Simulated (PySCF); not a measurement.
**Thallium: a sound run and one with changed settings**

Sound run: Tl [Xe] 4f14 5d10 6s2 6p1, Tl⁺ [Xe] 4f14 5d10 6s2. Computed with PySCF 2.14 in aug-cc-pVDZ-PP with ECP60MDF (5s4p3d, 32 functions), with scalar relativity through the core potential. In the sound run the correlated levels freeze 5s2 5p6 5d10 outside the core potential. The sound run starts from symmetry-adapted Hartree-Fock orbitals and uses a fine grid where one is needed.

Changed run: initial guess minao, at most 50 SCF cycles, level shift 2.0 hartree.

```tsv
species	method	sound run (hartree)	changed run (hartree)	converged
Tl	UHF	-171.51252	-171.51252	no
Tl	LDA	-172.25137	-172.25137	no
Tl	BP86	-172.64420	-172.64420	no
Tl⁺	UHF	-171.32881	-171.32881	yes
Tl⁺	LDA	-172.04640	-172.04640	yes
Tl⁺	BP86	-172.44036	-172.44036	yes
Tl⁺	MP2	-171.34618	-171.33305	yes
Tl⁺	CCSD(T)	-171.35440	-171.35440	yes
```

A level shift leaves the converged SCF energy unchanged but raises the virtual orbital energies, which shrinks MP2 if it is not removed.
